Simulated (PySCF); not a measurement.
Molecule: Sn(H)2(F)(Vi), SMILES [SnH2]([CH]=C)[F] (C2H5FSn). Atoms near the plane z = 0.6 Å, at the PBE0/def2-SVP optimised geometry (x, y, z in Å): Sn1 (0.1, -1.5, 0.0), C3 (-0.7, 0.5, 0.0), C4 (0.1, 1.5, -0.1), H5 (1.8, -1.5, 0.0), H6 (-0.7, -2.6, 1.2), H7 (-1.8, 0.6, 0.1), H8 (-0.2, 2.6, -0.1), H9 (1.2, 1.4, -0.1).

Calculation: PBE0/def2-TZVP, def2 effective core potentials past Kr run with PySCF 2.14.0. The core electrons that the potentials of Sn replace are not part of the density. The values are rescaled to run from 0 to 1.

```
|333333333333333333333333333|
|333333333333333333333333333|
|333333333333333333333333333|
|333333333333333333333333333|
|333333333333233333333333333|
|333333333332222333333333333|
|333333333322222223333333333|
|333333333322342222333333333|
|333333333222220222233333333|
|333333322222310332233333333|
|333333322223762332233333333|
|333333212542663222233333333|
|333333222530342222333333333|
|333333322333542222333333333|
|333333322235642223333333333|
|333333332234432233333333333|
|333333332222233345333333333|
|333333333233223356433333333|
|333333333346522345333333333|
|333333333359963333333333333|
|333333333347753233333333333|
|333333333334433333333333333|
|333333333333333333333333333|
|333333333333333333333333333|
|333333333333333333333333333|
|333333333333333333333333333|
|333333333333333333333333333|
```
Scale: ten equal steps from 0.000 (start of '0') to 1.00 (end of '9'), in the order '0123456789'; x runs from -5.00 to 5.00, y from -5.00 (bottom) to 5.00 (top).

Task: Which quantity is mapped?
(A) log10 of the electron density
(B) an orbital amplitude
(C) deformation density (molecule minus spherical neutral atoms)
(D) electron localisation function

Result: C, deformation density (molecule minus spherical neutral atoms). In full: deformation density (molecule minus spherical neutral atoms) (e/bohr³).
